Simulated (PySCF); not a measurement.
# Löwdin shares of the frontier orbitals

C3H9NO3Si.
Cartesian coordinates in Å at the GFN2-xTB level; atoms count from 1:
```xyz
17
C3H9NO3Si angstrom
C      2.7610   -0.6766    0.1421
C      2.2822    0.2993   -0.6050
C      0.8278    0.5495   -0.8569
O      0.0161   -0.4123   -0.2446
Si    -1.5498   -0.2290    0.1467
N     -1.7014    1.1803    1.1281
O     -1.9790   -1.6652    0.7968
O     -2.5476    0.0396   -1.1069
H      2.0999   -1.3759    0.6239
H      3.8173   -0.8141    0.2953
H      2.9377    1.0065   -1.0959
H      0.5637    1.5503   -0.4913
H      0.6384    0.5419   -1.9394
H     -2.6196    1.5190    1.3567
H     -1.0758    1.3066    1.9054
H     -1.3242   -2.1540    1.2863
H     -3.1538   -0.6539   -1.3511
```

Computed with TDDFT B3LYP/def2-SVPD, vertical, gas phase, core orbitals frozen in the response in PySCF.

Kohn–Sham orbitals with the atoms that hold most of them (Löwdin shares over 4%, at most four atoms; ? is withheld):

```tsv
orbital	ε (eV)	atoms
LUMO+2	0.68	O7 24%, O8 15%, H16 12%, O4 10%
LUMO+1	0.17	C1 35%, C2 34%, H9 6%, H10 6%
LUMO	?	Si5 31%, O7 14%, O8 10%, H16 8%
HOMO	-7.18	?
HOMO-1	-7.43	?
HOMO-2	-8.38	O4 54%, C3 10%, O8 10%, C2 8%
HOMO-3	-8.77	O4 42%, O8 14%, C3 11%, C2 7%
```

(1) Give the leading atoms of the HOMO.

(2) Give the leading atoms of the HOMO-1.

(3) What is the LUMO energy, and the HOMO–LUMO gap?

## Answers

(1) C1 (bonded to C and 2 H) 31%; C2 (bonded to 2 C and H) 27%; N6 (bonded to Si and 2 H) 11%; C3 (bonded to C, O and 2 H) 8%. By element: carbon 67%, nitrogen 11%.

(2) N6 (bonded to Si and 2 H) 56%; O7 (bonded to Si and H) 9%; H15 (bonded to N) 6%; H14 (bonded to N) 6%. By element: nitrogen 56%, hydrogen 11% or more, oxygen 9% or more.

(3) ε(LUMO) = -0.28 eV; the gap is 6.90 eV (0.2535 hartree).

Problem. The HOMO–LUMO gap is 6.90 eV. Where does the response calculation put the lowest singlet, and from which orbitals?

Solution. S1 is at 6.14 eV (f = 0.022), 0.76 eV below the gap, made of HOMO→LUMO (68%), HOMO-1→LUMO (30%). Without the coupling terms of the response equations the lowest excitation would equal the gap.

Next come S2 at 6.33 eV (f 0.012), HOMO-1→LUMO (67%), HOMO→LUMO (30%); S3 at 6.91 eV (f 0.026), HOMO-1→LUMO+1 (63%), HOMO→LUMO+1 (35%); S4 at 7.04 eV (f 0.0027), HOMO→LUMO+3 (50%), HOMO→LUMO+2 (38%); S5 at 7.19 eV (f 0.031), HOMO→LUMO+2 (40%), HOMO→LUMO+3 (22%), HOMO-2→LUMO (20%).

One conformer stands for the species.
